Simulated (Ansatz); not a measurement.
Frontier orbitals of C6H18BN3, SMILES `CN(C)B(N(C)C)N(C)C`.

```xyz
28

C    -1.4546    1.7877   -1.0413
N    -0.5750    1.3155   -0.0074
C    -0.3286    2.2918    1.0180
B     0.0000    0.0001    0.0001
N     0.2599   -0.6627    1.2467
C     1.3521   -1.5758    1.4437
C    -0.5461   -0.4796    2.4225
N     0.3149   -0.6527   -1.2392
C     0.7337    0.0522   -2.4196
C     0.2435   -2.0763   -1.4232
H    -1.0297    2.6343   -1.6009
H    -1.6737    0.9875   -1.7474
H    -2.4083    2.1310   -0.6160
H     0.0688    3.2208    0.5852
H     0.4046    1.9162    1.7309
H    -1.2410    2.5603    1.5712
H     1.0111   -2.5965    1.6724
H     1.9775   -1.6166    0.5526
H     1.9840   -1.2534    2.2833
H    -1.4035    0.1543    2.1993
H    -0.9271   -1.4434    2.7887
H     0.0153   -0.0212    3.2502
H     1.7016   -0.3263   -2.7776
H     0.0199   -0.0564   -3.2498
H     0.8497    1.1141   -2.2059
H    -0.1558   -2.5545   -0.5295
H    -0.4185   -2.3285   -2.2637
H     1.2251   -2.5218   -1.6432
```

The species carries charge 0 and has multiplicity 1. Geometry: relaxed with PBE0-D4/def2-TZVP. It is one conformer, not always the lowest. Basis def2-TZVPP, Ansatz.

| functional | HOMO (eV) | LUMO (eV) |
| --- | --- | --- |
| CAM-B3LYP | -7.17 | 1.59 |

Give HOMO and LUMO (eV) with LDA (SPW92), PBE, revPBE, BLYP, r2SCAN, B97M-V, PBE0, B3LYP, r2SCANh, r2SCAN0, HSE06 (plane-wave form), BHLYP, LC-ωPBE, ωB97X-V, ωB97M-V, HF. (An estimate is asked.)

Computed: 
```
             functional   HOMO   LUMO
            LDA (SPW92)  -4.69  -0.14
                    PBE  -4.57   0.07
                 revPBE  -4.52   0.19
                   BLYP  -4.46   0.09
                 r2SCAN  -4.79   0.70
                 B97M-V  -4.98   0.13
                   PBE0  -5.83   0.85
                  B3LYP  -5.63   0.54
                r2SCANh  -5.27   0.92
                r2SCAN0  -5.99   1.24
HSE06 (plane-wave form)  -5.43   0.48
                  BHLYP  -7.05   1.43
                LC-ωPBE  -8.46   2.88
                ωB97X-V  -8.17   2.61
                ωB97M-V  -8.11   2.18
                     HF  -9.00   3.31
```

B3LYP here is the variant with VWN-RPA as its local correlation; programs differ in this. LC-ωPBE has ω = 0.4 bohr⁻¹. Positive LUMOs are unbound and depend on the basis.
